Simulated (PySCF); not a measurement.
FH₅SSi₂, SMILES F[SiH2]S[SiH3].

Geometry optimised at ωB97X-D3(BJ)/def2-SVP. This is a generated structure with no PubChem entry under its InChIKey; it may be hypothetical. Other conformers were not sampled.

Level of theory: ωB97X-D3(BJ)/def2-SVP (PySCF 2.14.0).

Frequencies are harmonic and unscaled.

```csv
mode,ν (cm⁻¹),IR (km/mol),Raman (Å⁴/amu),depolarisation,moving atoms (share of kinetic energy)
1,56,4.1,0.1,0.66,"F 45 %, Si 29 %, H 15 %, S 11 %"
2,122,0.3,0.1,0.69,"H 79 %, Si 13 %"
3,136,0.9,0.8,0.47,"Si 39 %, H 36 %, F 17 %, S 9 %"
4,263,10.3,2.2,0.73,"F 42 %, Si 28 %, S 25 %"
5,513,17.4,15.2,0.15,"Si 48 %, S 41 %, H 11 %"
6,545,92.5,5.1,0.45,"Si 47 %, S 41 %, H 11 %"
7,613,72.0,2.0,0.70,"H 79 %, Si 13 %"
8,646,20.5,12.3,0.71,"H 89 %, Si 8 %"
9,679,33.0,14.4,0.55,"H 78 %, Si 13 %, S 9 %"
10,739,19.3,14.9,0.74,H 92 %
11,873,18.2,5.4,0.69,"F 52 %, H 28 %, Si 21 %"
12,910,377.4,21.5,0.74,"H 81 %, Si 14 %"
13,950,57.5,20.2,0.74,H 96 %
14,965,108.3,18.6,0.69,H 95 %
15,974,92.6,14.4,0.66,H 93 %
16,976,256.6,12.3,0.70,"H 81 %, Si 14 %"
17,2266,56.6,105.4,0.09,H 97 %
18,2287,106.2,163.5,0.19,H 97 %
19,2290,89.8,108.4,0.59,H 96 %
20,2299,101.3,170.3,0.10,H 97 %
21,2312,119.9,141.9,0.37,H 96 %
```
